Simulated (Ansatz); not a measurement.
Start from `OCB(O)O` and change one atom or group to get `OB(O)CI`.

Ansatz, PBE0-D4/def2-TZVP geometries, multiplicity 1. Each molecule was computed in one conformer, which needn't be the lowest.

Elements past krypton have def2 core potentials.  Spin–orbit coupling is left out; it splits and shifts lone-pair levels of the heavy atoms by tenths of an eV.

```csv
property,`OCB(O)O`
LUMO energy (PBE/def2-TZVPP) / eV,-0.14
HOMO energy (ωB97M-V/def2-TZVPP) / eV,-10.63
HOMO–LUMO gap (PBE0/def2-TZVPP) / eV,8.88
HOMO–LUMO gap (B3LYP/def2-TZVPP) / eV,8.25
size of the dipole moment (PBE/def2-TZVPP) / D,1.32
HOMO energy (B3LYP/def2-TZVPP) / eV,-7.93
```

Q: Give the same properties after the change, and the shifts. (Best estimate.)

A: The calculation gave: 
| property | `OB(O)CI` | shift |
| --- | --- | --- |
| LUMO energy (PBE/def2-TZVPP) / eV | -1.90 | -1.76 |
| HOMO energy (ωB97M-V/def2-TZVPP) / eV | -9.24 | 1.39 |
| HOMO–LUMO gap (PBE0/def2-TZVPP) / eV | 6.08 | -2.80 |
| HOMO–LUMO gap (B3LYP/def2-TZVPP) / eV | 5.60 | -2.65 |
| size of the dipole moment (PBE/def2-TZVPP) / D | 3.20 | 1.88 |
| HOMO energy (B3LYP/def2-TZVPP) / eV | -6.85 | 1.08 |

With PBE0 the HOMO rises by 1.08 eV and the LUMO falls by 1.72 eV, so the gap narrows by about 2.80 eV. PBE moves the HOMO by 0.51 eV and ωB97M-V by 1.39 eV. Dipoles are sizes alone; their direction can turn.

B3LYP here is the variant with VWN-RPA as its local correlation; programs differ in this.
